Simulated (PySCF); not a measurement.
Calculated NMR parameters of C=CP(=O)(C=C)C=C

```
Formula                               : C6H9OP
SMILES                                : C=CP(=O)(C=C)C=C
Point group of the computed structure : C3v
Carbon signals                        : 2
Proton signals                        : 3
```

Structure with atom numbers: `[CH2:1]=[CH:2][P:3](=[O:4])([CH:5]=[CH2:6])[CH:7]=[CH2:8]` (H(Xn): hydrogen on atom n). Ha(C1), Ha(C6), Ha(C8) are cis to P3; Hb(C1), Hb(C6), Hb(C8) are trans to P3.

PySCF calculation with structure optimised with GFN2-xTB and NMR shieldings at PBE0/pcSseg-1/GIAO; non-relativistic, in vacuum, rapidly exchanging positions averaged, single conformer.

Shifts are taken against calculated references (same method and geometry level): ¹H, ¹³C vs TMS; ³¹P against H3PO4; H2O for ¹⁷O.

| carbon | δC, type | δH (multiplicity) | HMBC from (2–3 bonds) | span of the C tensor (ppm) |
| --- | --- | --- | --- | --- |
| C1/C6/C8 | 140.0, CH2 | Hb(C1) 6.46 (m); Ha(C1) 6.79 (m) | H(C2)/H(C5)/H(C7) | 259 |
| C2/C5/C7 | 140.7, CH | 6.35 (m) | Ha(C1)/Ha(C6)/Ha(C8), Hb(C1)/Hb(C6)/Hb(C8), H(C2)/H(C5)/H(C7) | 219 |

Other nuclei:
```tsv
atoms	nucleus	environment	δ (ppm)	σ (ppm)
P3	³¹P	phosphorus bonded to 3 C, O	-10.3	328.7
O4	¹⁷O	P=O oxygen	42.8	293.3
```

1. δC 140.7: alkene CH; the olefinic region.
2. δC 140.0: terminal =CH2 carbon; as expected for a trigonal carbon in a double bond.
3. δH 6.79, 6.46: hydrogen on a terminal =CH2 carbon; a vinylic proton, deshielded by the sp2 carbon and the C=C anisotropy.
4. δH 6.35: hydrogen on an alkene CH; a vinylic proton, deshielded by the sp2 carbon and the C=C anisotropy.

Splittings by ³¹P in the carbon and heteronuclear signals aren't shown, as no couplings were computed. Shifts are as computed. Against solution values, carbons near 30 ppm lie about +3 ppm off and those near 130 ppm about +5 ppm. Of 1211 compounds with measured shifts, 218 miss one by over three times the rms of a fit or turn the order of signals round; such compounds aren't used in these exercises. Experimental scales use liquid or dissolved standards, which lie at an offset from isolated H2O (liquid H2O: subtract about 36 ppm) and H3PO4. Multiplicities follow the n + 1 count of equivalent neighbours, as no J values were calculated; m marks all less simple cases, F and P coupling included.
